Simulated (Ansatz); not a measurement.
Program: Ansatz. Geometries: PBE0-D4/def2-TZVP. ΔE: electronic, gas phase. CCSD(T)/CBS is the MP2 limit (def2-TZVPP, def2-QZVPP) plus CCSD(T) − MP2 in def2-TZVPP, frozen cores. This one scheme is used for every species. Functionals use def2-TZVPP. B3LYP here is the variant with VWN-RPA as its local correlation; programs differ in this. One conformer a species, not always the lowest.

Consider the formal exchange of groups at the Al–C bond: `F[CH]([SiH3])[AlH][SH]` + SiH₄ → `[SiH3][AlH][SH]` + `FC[SiH3]`.

(1) Is it downhill or uphill in electronic energy at CCSD(T)/CBS, and by how much? (An estimate is asked.)

(2) What do these levels give: r2SCAN-D4, B3LYP-D4, ωB97M-V, B2PLYP, r2SCAN, B3LYP, HF/def2-TZVPP, MP2/def2-TZVPP, CCSD/def2-TZVPP, CCSD(T)/def2-TZVPP, SCS-MP2/def2-QZVPP, CCSD/CBS(def2)? (An estimate is asked.)

Largest T1 diagnostic among the species: 0.013.

## Answers

(1) The calculation gave: Downhill: ΔE = -2.8 kcal/mol.

(2) The calculation gave: r2SCAN-D4 -2.9, B3LYP-D4 -2.3, ωB97M-V -1.0, B2PLYP -2.7, r2SCAN -3.1, B3LYP -3.7, HF/def2-TZVPP -4.5, MP2/def2-TZVPP -1.5, CCSD/def2-TZVPP -3.5, CCSD(T)/def2-TZVPP -3.0, SCS-MP2/def2-QZVPP -1.7, CCSD/CBS(def2) -3.2 kcal/mol.

The D4 term adds +1.4 kcal/mol with B3LYP and +0.8 kcal/mol with PBE0; it sums over pairs of atoms, weighted by their polarisabilities, and B3LYP, whose exchange is more repulsive, gets the larger term. In def2-TZVPP, CCSD(T) changes the Hartree–Fock value by +1.4 kcal/mol (the triples alone add +0.4 kcal/mol) and MP2 by +3.0 kcal/mol.
